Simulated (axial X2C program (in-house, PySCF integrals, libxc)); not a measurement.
# Potential curves of KRb⁻, two-component

All values were computed with an in-house relativistic program for diatomic molecules. Two-component (2c) means X2C with spin–orbit coupling and atomic mean-field two-electron Coulomb and Gaunt terms. Basis: Rb dyall-av3z [13s14p9d2f], K dyall-av3z [12s13p5d2f] (cores contracted in-house); Gaussian nuclei, density fitting, unrestricted open shells. Masses: Rb 84.912 u, K 38.964 u.

State: Ω = 1/2 (⟨Sz⟩ = 0.50, ⟨Lz⟩ = 0.00 at PBE0). Energies in eV from the fragments at the same level (Rb + K-). Fits are polynomials in 1 − R0/R over 0.85 to 1.23 times the lowest point R0.

| R (Å) | PBE0 |
| --- | --- |
| 4.0577 | -0.4967 |
| 4.2442 | -0.5283 |
| 4.3842 | -0.5425 |
| 4.5241 | -0.5499 |
| 4.6640 | -0.5520 |
| 4.8272 | -0.5490 |
| 4.9905 | -0.5415 |
| 5.2004 | -0.5273 |
| 5.4569 | -0.5052 |
| 5.8300 | -0.4686 |

One determinant describes the state; a PBE0 search over occupations chose it and may have missed a lower one. Dissociation energies refer to the lowest single-determinant-based atoms at the same level and basis. Density functionals use the spin component along the axis (collinear). The highest occupied level of some functionals is positive through self-interaction error; at Hartree–Fock it is bound. The determinant is spin-polarised beyond a pure state at some levels (its spin-free form has ⟨S²⟩ too high), which makes Re and μ there less reliable.

Q: What are Re, ωe and De at the PBE0 level?

A: At PBE0, 2c: Re = 4.655 Å, ωe ≈ 47.6 cm⁻¹, De = 0.55 eV to Rb + K-; Be follows as 0.0291 cm⁻¹.
